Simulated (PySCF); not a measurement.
Si(OH)2(NH2)2, SMILES N[Si](N)(O)O (PBE0/def2-SVP optimised geometry):

```
11

N      1.301    -0.798     0.000
Si    -0.405    -0.798     0.000
N     -1.003     0.801     0.000
O     -1.189    -1.436    -1.329
O     -0.728    -1.757     1.328
H      1.848    -0.248    -0.648
H      1.839    -1.499     0.490
H     -0.693     1.499     0.661
H     -1.848     1.056    -0.492
H     -0.982    -2.358    -1.506
H     -1.664    -1.906     1.490
```

Method: PBE0/def2-TZVP run with PySCF.

What are the frontier orbital energies and the dipole moment?

HOMO-2 -8.80 eV, HOMO-1 -7.51 eV, HOMO -7.15 eV, LUMO 0.69 eV, LUMO+1 1.85 eV; dipole moment 0.04 D.

Meta-Löwdin charges at PBE0/def2-TZVP: N1 -0.77, Si2 1.40, N3 -0.77, O4 -0.78, O5 -0.78, H6 0.25, H7 0.25, H8 0.24, H9 0.25, H10 0.35, H11 0.35.
